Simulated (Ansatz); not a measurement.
The cluster Mo2P2. The state is a singlet with charge 0. Geometry r2SCAN-D4/def2-SVP.

```xyz
4

Mo   -0.323    0.808    0.947
Mo    1.438    0.992   -0.099
P    -1.593   -0.697   -0.349
P     0.478   -1.102   -0.499
```

In the def2 sets Mo takes a core potential; there is no spin–orbit coupling. The restricted singlet is unstable towards broken spin symmetry in Hartree–Fock (as tested in another run); at PBE-D4/def2-TZVP, r2SCAN-D4/def2-TZVP, B97M-V/def2-TZVP, PBE0-D4/def2-TZVP and others this wasn't settled. Another isomer (triplet) lies 1.16 eV lower at PBE0-D4/def2-TZVP; other spin states weren't run for this one.

(1) Estimate the orbital energies around the gap (eV) in Ansatz with PBE-D4/def2-TZVP, r2SCAN-D4/def2-TZVP, B97M-V/def2-TZVP, PBE0-D4/def2-TZVP, ωB97M-V/def2-TZVP.

Results:

(1) 
| orbital | PBE-D4/def2-TZVP | r2SCAN-D4/def2-TZVP | B97M-V/def2-TZVP | PBE0-D4/def2-TZVP | ωB97M-V/def2-TZVP |
| --- | --- | --- | --- | --- | --- |
| HOMO−9 | -11.89 | -12.30 | -12.52 | -13.44 | -15.87 |
| HOMO−8 | -7.95 | -8.14 | -8.19 | -8.93 | -10.91 |
| HOMO−7 | -7.52 | -7.75 | -7.77 | -8.55 | -10.52 |
| HOMO−6 | -7.23 | -7.45 | -7.47 | -8.20 | -10.11 |
| HOMO−5 | -6.94 | -7.13 | -7.17 | -7.93 | -9.88 |
| HOMO−4 | -6.30 | -6.46 | -6.49 | -7.23 | -9.14 |
| HOMO−3 | -6.19 | -6.34 | -6.36 | -7.11 | -8.97 |
| HOMO−2 | -5.11 | -5.15 | -5.10 | -5.76 | -7.42 |
| HOMO−1 | -4.68 | -4.75 | -4.76 | -5.37 | -7.08 |
| HOMO | -3.97 | -4.08 | -4.10 | -4.75 | -6.67 |
| LUMO | -3.37 | -3.25 | -3.38 | -2.60 | -0.86 |
| LUMO+1 | -3.25 | -3.10 | -3.22 | -2.40 | -0.69 |
| LUMO+2 | -3.04 | -2.90 | -2.98 | -2.17 | -0.30 |
| LUMO+3 | -2.81 | -2.67 | -2.83 | -2.09 | -0.26 |
| LUMO+4 | -2.46 | -2.30 | -2.50 | -1.68 | 0.23 |
| LUMO+5 | -1.98 | -1.83 | -1.95 | -1.12 | 0.68 |
